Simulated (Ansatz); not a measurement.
C2HO, charge -1, singlet, geometry from GFN2-xTB (a gas-phase anion, which may not be bound at this level); MP2/def2-SVPD run with Ansatz (an electronic-structure program).

Ansatz was given this input:
Ansatz 0.2 input:
```yaml
crystal:
  periodic: [false, false, false]
  atoms:
    - {symbol: C, position_ang: [0.01788210, -0.12688834, -1.22755692]}
    - {symbol: C, position_ang: [0.01203885, -0.07902655, -0.00461356]}
    - {symbol: H, position_ang: [0.10093196, -0.67882411, -2.12908504]}
    - {symbol: O, position_ang: [-0.03505720, 0.23928919, 1.19026348]}
basis:
  gaussian:
    orbitals: def2-SVPD
total_charge: -1
magnetization: {spin_polarized: false}
correlation: {method: mp2, electrons: outside_noble_gas}
accuracy: high
```

Output, abridged:

```
Functional definition: HF
1320 factors; integrals over basis functions are off by at most 3.1e-9 eV
mean field evaluation 1: about -4107.2392 eV, gradient 2.7e1 eV
mean field evaluation 2: about -4107.2419 eV, gradient 2.7e1 eV
mean field evaluation 4: about -4109.0220 eV, gradient 3.2e0 eV
mean field evaluation 8: about -4109.0575 eV, gradient 7.0e-4 eV
mean field -4109.05753032 eV, -151.0050790202 hartree, gradient 2.3e-8 eV, S^2 0.000000; 0 other end points of the search recorded, 0 dependent functions left out
3 core orbitals not correlated
reference -4109.05753032 eV, -151.0050790202 hartree; 8, 8 occupied and 60, 60 virtual orbitals, 1320 factors
second order -12.75191138 eV of doubles, -0.00000000 eV of singles
Total energy: -4121.80944171 eV, -151.4737031199 hartree
```
